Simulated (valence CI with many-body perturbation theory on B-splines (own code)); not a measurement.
# Se²⁰⁺ in three bases

Calculated by relativistic CI+MBPT: four valence electrons over a frozen Dirac-Fock core [Ne], a basis of 9 s, 9 p, 8 d, 6 f, 3 g, 1 h functions for each j, with the one-electron correlation potential Σ1, the two-electron term Σ2, the three-electron term Σ3, Breit, model QED; selected CI, second order for the rest, scaled by the run's own slope (own B-spline code, finite nucleus).

No measured spectrum was set against this ion. As an estimate, levels of excited configurations hold to 0.05 to 0.15 % of their energy, terms of the ground configuration to about 0.5 %.

The reference run has the lowest level 3s²3p² ³P_0 and an ionisation energy of 844.828 eV. Its largest variational space holds 19999 state functions.

Names give the largest LS component (configuration and term), which can be under half, so a name can repeat, a term be missing and a line seem to break the LS rules; names also repeat where a configuration has a term twice.

Changed runs:
A. basis 6 s, 6 p, 5 d, 3 f, 1 g
B. basis 5 s, 5 p, 4 d, 2 f

Excitation energies of the reference run in cm⁻¹, and shifts in cm⁻¹:

| Level | Reference | A | B |
| --- | --- | --- | --- |
| 3s²3p² ³P_1 | 48947 | -34 | -98 |
| 3s²3p² ³P_2 | 71770 | +18 | +89 |
| 3s²3p² ¹D_2 | 142590 | +59 | +245 |
| 3s²3p² ¹S_0 | 207146 | +168 | +524 |
| 3s3p³ ⁵S°_2 | 405324 | -217 | -682 |
| 3s3p³ ³D°_1 | 506364 | -1.1 | +28 |
| 3s3p³ ³D°_2 | 510755 | -17 | -19 |
| 3s3p³ ³D°_3 | 530076 | -20 | -26 |
| 3s3p³ ³P°_0 | 587371 | +63 | +239 |
| 3s3p³ ³P°_1 | 593621 | +51 | +197 |
| 3s3p³ ³P°_2 | 594634 | +38 | +101 |
| 3s²3p3d ¹D°_2 | 648062 | +60 | +114 |
| Ionisation energy (eV) | 844.828 | -0.024 | -0.071 |
